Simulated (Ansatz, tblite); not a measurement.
Forces on Hg₂TeF₂ at its PBE0-D4/def2-SVP geometry. Total charge 0; singlet.

In the def2 sets Hg, Te take a core potential; there is no spin–orbit coupling. The xTB rows come from tblite. Another isomer (singlet) lies 0.58 eV lower at PBE0-D4/def2-TZVP; other spin states weren't run for this one.

GFN1-xTB (tblite), largest force 0.85 eV/Å:

```xyz
5
positions Å, forces eV/Å
Hg   -0.611   -0.112    0.004    0.297    0.716    0.351
Hg    0.806    1.887    0.926    0.445    0.569    0.259
Te   -1.903   -2.245   -0.993   -0.471   -0.559   -0.246
F     1.868    3.406    1.634   -0.412   -0.571   -0.265
F    -0.160   -2.936   -1.570    0.141   -0.154   -0.099
```

GFN2-xTB (tblite), largest force 1.07 eV/Å:

```
Hg 0.001 0.322 0.171
Hg 0.060 -0.035 -0.028
Te -0.968 -0.430 -0.118
F 0.284 0.421 0.198
F 0.623 -0.279 -0.223
```

PBE-D4/def2-TZVP (Ansatz), largest force 0.64 eV/Å:

```
Hg -0.092 0.008 0.017
Hg -0.328 -0.470 -0.218
Te 0.191 0.040 -0.003
F 0.343 0.489 0.226
F -0.113 -0.067 -0.023
```
